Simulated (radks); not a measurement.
All-electron atom: Hf53+ in [Ar] 3d1 (the NIST ground configuration).

Method: scalar-relativistic Kohn-Sham, BLYP, spin-polarised, spherical densities, finite nucleus; open shells are filled with parallel spins first (spin-orbit coupling, left out, can overturn this in heavy ions); Fermi nuclear charge, rms radius 5.347 fm; computed with a radial shooting solver on a logarithmic mesh with Libxc functionals.

Energy parts (hartree):
part                       energy
total                 -12345.7180
kinetic                13753.1154
electron-nucleus      -27454.7480
Hartree                 1533.0360
exchange-correlation    -177.1215

Orbitals (lengths in bohr, moments of r in powers of bohr):
orbital  occ.  eigenvalue (hartree)      <r^2>  <1/r>
1s up       1             -2533.809  0.0004951  83.79
1s down     1             -2533.806  0.0004950  83.79
2s up       1             -542.1211   0.007512  19.72
2s down     1             -541.9059   0.007508  19.73
2p up       3             -492.9125   0.006151  17.98
2p down     3             -492.7434   0.006147  17.98
3s up       1             -208.2706    0.04360  7.830
3s down     1             -208.0295    0.04364  7.823
3p up       3             -193.5791    0.04277  7.312
3p down     3             -193.3314    0.04283  7.305
3d up       1             -179.3195    0.03352  6.933
3d down     0             -179.0019    0.03357  6.929

The highest occupied level is 3d up at -4879.5 eV. The electron density at the nucleus is 1.281e+06 e/bohr^3 (large components only). The spin density at the nucleus is -16.30 e/bohr^3 (1s -2.62, 2s -51.95, 3s 38.27). For comparison, the ionisation energy in NIST's Atomic Spectra Database is 4980 eV (theoretical). In exact Kohn-Sham theory the highest level is minus the ionisation energy, but local and semilocal functionals leave it too shallow, through self-interaction and a potential that decays too fast; potentials with the right tail come closer.
